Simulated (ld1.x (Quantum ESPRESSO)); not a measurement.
Varying the TM semilocal potential for Li

Base potential:

```
Element                 : Li
Generator               : ld1.x (Quantum ESPRESSO) 7.5
Type                    : norm-conserving Troullier–Martins (semilocal form)
Functional              : PBE
Relativity              : scalar-relativistic
Frozen core             : none
Valence charge          : 3
Reference configuration : 1s2 2s0 2p0 (charge +1)
Partial waves           : 2p (bound, empty): rc 4.20 bohr; 1s (bound): rc 0.40 bohr
Local potential         : the s channel
Core correction         : none
```

Cutoffs, loose and tight: the cutoffs (Ry, on a coarse ladder) from which the occupation-weighted sum of valence levels, in a spherical-Bessel basis at the reference potential, stays within 10 and 1 mRy of its value at 400 Ry. They do not see the model core or the augmentation charge, which bear on the density cutoff. Test errors are all-electron minus pseudo excitation energies from the reference, over the configurations 1s2 2s1 2p0; 1s2 2s0.5 2p0; 1s2 2s0 2p1; 1s1 2s1 2p0. A dash means not determined; rows that change the core or the reference have their own tests.

A semilocal file is local in each channel, so a ghost entry of none says nothing of the separable form that plane-wave codes build from it.

```tsv
change	outcome	cutoff, loose	cutoff, tight	bound ghosts	largest test error (meV)
base	generated	over 300 Ry	over 300 Ry	none	+6.3
wave 1s (bound): rc 0.40 bohr becomes 1s (bound): rc 0.26 bohr	generated	over 300 Ry	over 300 Ry	none	+6.3
wave 1s (bound): rc 0.40 bohr becomes 1s (bound): rc 0.30 bohr	generated	over 300 Ry	over 300 Ry	none	+6.4
wave 1s (bound): rc 0.40 bohr becomes 1s (bound): rc 0.36 bohr	generated	over 300 Ry	over 300 Ry	none	+6.3
wave 1s (bound): rc 0.40 bohr becomes 1s (bound): rc 0.44 bohr	generated	300 Ry	over 300 Ry	none	+8.3
wave 1s (bound): rc 0.40 bohr becomes 1s (bound): rc 0.50 bohr	generated	260 Ry	300 Ry	none	+16
```

(1) What comes out with this change to the base: wave 1s (bound): rc 0.40 bohr becomes 1s (bound): rc 0.54 bohr?

(2) What comes out with this change to the base: wave 1s (bound): rc 0.40 bohr becomes 1s (bound): rc 0.60 bohr?

## Answers

(1) outcome: generated; cutoff, loose: 230 Ry; cutoff, tight: 300 Ry; bound ghosts: none; largest test error (meV): +23.

(2) outcome: generated; cutoff, loose: 180 Ry; cutoff, tight: over 300 Ry; bound ghosts: none; largest test error (meV): +36.

Reading the sweep of the s radius (base included, trends over the rows without a ghost): The loose cutoff falls from 300 Ry at 0.44 to 180 Ry at 0.6 bohr. A larger radius leaves more room for a smooth pseudo-wave, so fewer plane waves are needed; a smaller one forces it to follow the all-electron wave where it bends sharply. The median size of the test errors (rows with all tests solved) is not monotonic: lowest 0.4 meV at 0.36 bohr, highest 6.1 meV at 0.6 bohr.
